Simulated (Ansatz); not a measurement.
Consider the atomization: `C[SiH](N)BCl` → B• + C• + Cl• + 7 H• + N• + Si•.

Computed with Ansatz on PBE0-D4/def2-TZVP structures; ΔE is electronic, products minus reactants. CCSD(T)/CBS is the MP2 limit (def2-TZVPP, def2-QZVPP) plus CCSD(T) − MP2 in def2-TZVPP, frozen cores. This one scheme is used for every species, atoms too. For atomizations the MP2-based limit and the directly extrapolated one differ by several kJ/mol either way, and by 10 to 25 for some Ge, Se and Sn compounds, so smaller differences from it don't rank the levels. DFT in def2-TZVPP. No spin–orbit coupling; open shells (•) take unrestricted orbitals. Spin–orbit coupling would lower the free atoms: a little for B, C, Cl, Si. One conformer a species, not always the lowest.

CCSD(T)/CBS gives +43.50 eV.

Question: Another level gave +43.55 eV. Which?
A. ωB97M-V/def2-TZVPP
B. BLYP/def2-TZVPP
C. BHLYP-D4/def2-TZVPP
D. CAM-B3LYP/def2-TZVPP

Answer: D. CAM-B3LYP 43.55, BHLYP-D4 42.73, ωB97M-V 43.78, BLYP 42.81 eV.

Largest T1 diagnostic among the species: 0.014.

The D4 term adds +0.44 eV with B3LYP and +0.23 eV with PBE0; it sums over pairs of atoms, weighted by their polarisabilities, and B3LYP, whose exchange is more repulsive, gets the larger term. In def2-TZVPP, CCSD(T) changes the Hartree–Fock value by +9.95 eV (the triples alone add +0.56 eV) and MP2 by +10.42 eV; breaking electron pairs costs correlation energy, which Hartree–Fock lacks. Leaving LDA and LC-ωPBE aside and taking each functional with its dispersion term where it has one, the values, not all of them listed here, spread over 1.41 eV, from BHLYP-D4 to PBE-D4. LDA lies +5.30 eV from PBE without D4, its usual overbinding.

B3LYP here is the variant with VWN-RPA as its local correlation; programs differ in this.
